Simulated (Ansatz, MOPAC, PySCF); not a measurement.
Torsion H3–O1–Si2–H4 in H2OSi (SMILES O[SiH]); at each angle all else is relaxed with GFN2-xTB, and the levels are single points there.
Geometry at 180° (charge 0, multiplicity 1):
| atom | x (Å) | y (Å) | z (Å) |
|---|---|---|---|
| O | -0.7513 | 0.2951 | 0.2673 |
| Si | 0.7532 | 0.6048 | -0.3343 |
| H | -1.3395 | -0.3565 | -0.1005 |
| H | 1.0064 | 1.6455 | 0.6884 |

On the grid 0° to 330°, 270° is the highest and 180° the lowest point at CCSD(T)/CBS(cc-pV(T+d)Z, cc-pV(Q+d)Z).

Cores are frozen in the correlated methods. CBS: X⁻³ extrapolation of the correlation energy, Hartree–Fock from the larger set. The state that PM3, PM6 reach isn't checked.

Codes used: Ansatz (Gaussian orbitals); MOPAC for PM3, PM6 (differences of heats of formation); PySCF for the dispersion terms. 

| level | energy at 270° less that at 180° (kJ/mol) |
|---|---|
| PM3 | 41.6 |
| PM6 | -3.3 |
| PBE/def2-TZVPP | 38.7 |
| PBE-D3(BJ)/def2-TZVPP | 38.7 |
| PBE-D4/def2-TZVPP | 38.7 |
| wB97M-V/def2-TZVPP | 36.6 |
| SCS-MP2/cc-pV(T+d)Z | 38.5 |
| CCSD(T)/cc-pV(D+d)Z | [?] |
| CCSD(T)/CBS(cc-pV(T+d)Z, cc-pV(Q+d)Z) | [?] |

Fill in the missing entries.


- CCSD(T)/cc-pV(D+d)Z, energy at 270° less that at 180° (kJ/mol): 42.6
- CCSD(T)/CBS(cc-pV(T+d)Z, cc-pV(Q+d)Z), energy at 270° less that at 180° (kJ/mol): 35.8

Ansatz is a program for electronic structure.
